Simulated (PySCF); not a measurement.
C5H5NO.
Atom-mapped SMILES: `[CH2:1]=[CH:2][O:3]/[CH:4]=[CH:5]/[C:6]#[N:7]` (hydrogens: H8, H9 on C1; H10 on C2; H11 on C4; H12 on C5)

Cartesian coordinates in Å at the GFN2-xTB level; atoms count from 1:
```
atom  x, y, z in Å
C1     1.9967    0.2504   -1.9703
C2     0.9624    0.5506   -1.2029
O3     0.4628   -0.3417   -0.3040
C4    -0.5848    0.0148    0.4488
C5    -1.1188   -0.8213    1.3493
C6    -2.2147   -0.4520    2.1394
N7    -3.1124   -0.1651    2.7947
H8     2.4762   -0.7095   -1.9087
H9     2.3817    0.9612   -2.6752
H10    0.4574    1.5109   -1.2422
H11   -0.9863    1.0146    0.2997
H12   -0.7189   -1.8136    1.4957
```

The closed-shell SCF was solved with PySCF and density fitting under several settings on one GFN2-xTB geometry (grid level 2 and gas phase unless stated).

```json
{"settings": "PBE0/pcSseg-1", "basis functions": "144", "SCF cycles": "14", "E (Eh)": "-323.0280", "HOMO (eV)": "-7.14", "LUMO (eV)": "-1.29", "dipole (D)": "4.85"}
{"settings": "PBE0/def2-SVPD", "basis functions": "183", "SCF cycles": "14", "E (Eh)": "-322.8405", "HOMO (eV)": "-7.18", "LUMO (eV)": "-1.35", "dipole (D)": "4.87"}
{"settings": "PBE0/3-21G, grid level 1, damping 0.3 at the start, DIIS from the seventh cycle", "basis functions": "73", "SCF cycles": "20", "E (Eh)": "-321.2790", "HOMO (eV)": "-6.80", "LUMO (eV)": "-0.87", "dipole (D)": "4.57"}
{"settings": "LDA/cc-pVDZ, IEF-PCM chloroform, grid level 4, energy threshold 1e-08 Eh", "basis functions": "123", "SCF cycles": "11", "E (Eh)": "-320.6985", "HOMO (eV)": "-5.85", "LUMO (eV)": "-2.08", "dipole (D)": "5.61"}
```

Q: Estimate the row for these settings: wB97X-D/aug-cc-pVDZ, IEF-PCM cyclohexane, fitting basis def2-universal-jkfit.

A: 
| settings | basis functions | SCF cycles | E (Eh) | HOMO (eV) | LUMO (eV) | dipole (D) |
| --- | --- | --- | --- | --- | --- | --- |
| wB97X-D/aug-cc-pVDZ, IEF-PCM cyclohexane, fitting basis def2-universal-jkfit | 206 | 11 | -323.3663 | -8.78 | 0.48 | 5.48 |

Q: Over all rows, what range does the HOMO–LUMO gap span?

A: From 3.77 eV (LDA/cc-pVDZ, IEF-PCM chloroform, grid level 4, energy threshold 1e-08 Eh) to 9.26 eV (wB97X-D/aug-cc-pVDZ, IEF-PCM cyclohexane, fitting basis def2-universal-jkfit). The functional of the narrowest has no exact exchange, that of the widest range-separated exact exchange.

Q: And the dipole moment?

A: From 4.57 D (PBE0/3-21G, grid level 1, damping 0.3 at the start, DIIS from the seventh cycle) to 5.61 D (LDA/cc-pVDZ, IEF-PCM chloroform, grid level 4, energy threshold 1e-08 Eh); the largest is 1.23 times the smallest, and the median is 4.87 D.

Q: Compare two rows with the functional PBE0: PBE0/3-21G, grid level 1, damping 0.3 at the start, DIIS from the seventh cycle and PBE0/def2-SVPD. Which energy is lower, and by how much?

A: PBE0/def2-SVPD (183 functions) lies 1.5615 Eh or 980 kcal/mol below PBE0/3-21G, grid level 1, damping 0.3 at the start, DIIS from the seventh cycle (73 functions).

Whole jobs, the steps after the SCF included, on Arm Neoverse V2, one thread (shared host):

| settings | work after the SCF | wall time | peak memory |
| --- | --- | --- | --- |
| PBE0/pcSseg-1 | shieldings, charges and field gradients | 11 s | 0.82 GiB |
| PBE0/def2-SVPD | 6 singlets by full TDDFT, 2 Tamm–Dancoff triplets, polarisability | 18 s | 0.74 GiB |
| PBE0/3-21G, grid level 1, damping 0.3 at the start, DIIS from the seventh cycle | spin–spin couplings from 11 perturbed nuclei, spin–dipole term for 1 of them | 5.8 s | 0.45 GiB |
| LDA/cc-pVDZ, IEF-PCM chloroform, grid level 4, energy threshold 1e-08 Eh | 6 singlets by full TDDFT, 5 Tamm–Dancoff triplets, polarisability | 9.0 s | 0.59 GiB |
| wB97X-D/aug-cc-pVDZ, IEF-PCM cyclohexane, fitting basis def2-universal-jkfit | spin–spin couplings from 11 perturbed nuclei, spin–dipole term for 1 of them | 37 s | 0.91 GiB |

wB97X-D ran without the empirical dispersion term, which would shift the total energy alone. Cycle counts include a coarse-grid stage where the run had one. One conformer (not necessarily the lowest) at the GFN2-xTB geometry, without vibrations or thermal averaging.
